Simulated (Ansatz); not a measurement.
Ansatz (an electronic-structure program) input (RPA@PBE/cc-pVTZ):

Ansatz 0.2 input:
```yaml
crystal:
  periodic: [false, false, false]
  atoms:
    - {symbol: F, position_ang: [1.61414177, -0.75939650, -0.00912198]}
    - {symbol: C, position_ang: [0.70663291, 0.38027081, -0.03316302]}
    - {symbol: C, position_ang: [-0.52663378, -0.12917789, 0.01840335]}
    - {symbol: F, position_ang: [-1.63954444, 0.72176293, 0.01129491]}
    - {symbol: H, position_ang: [-0.85137075, -1.16785533, 0.06900167]}
basis:
  gaussian:
    orbitals: cc-pVTZ
hamiltonian:
  xc: pbe
total_charge: -1
magnetization: {spin_polarized: false}
correlation: {method: rpa, electrons: outside_noble_gas}
```

Output:

```
Functional definition: PBE
integrals: 0.11 GiB planned
819 factors; integrals over basis functions are off by at most 1.1e-3 eV
mean field: 0.49 GiB planned
mean field evaluation 1: about -7510.7061 eV, gradient 5.8e1 eV
mean field evaluation 2: about -7510.7036 eV, gradient 5.8e1 eV
mean field evaluation 4: about -7516.6584 eV, gradient 9.1e0 eV
mean field evaluation 8: about -7516.8700 eV, gradient 1.5e-1 eV
mean field evaluation 16: about -7516.8696 eV, gradient 1.2e-5 eV
mean field -7516.86963710 eV, -276.2398640461 hartree, gradient 1.5e-6 eV, S^2 0.000000; 0 other end points of the search recorded, 0 dependent functions left out
4 core orbitals not correlated
reference -7487.04966538 eV, -275.1440002982 hartree; 12, 12 occupied and 118, 118 virtual orbitals, 819 factors
Total energy: -7521.27229631 eV, -276.4016587880 hartree
```

It need not be the lowest isomer of its formula. Whether it binds its extra electron was not tested at this geometry.
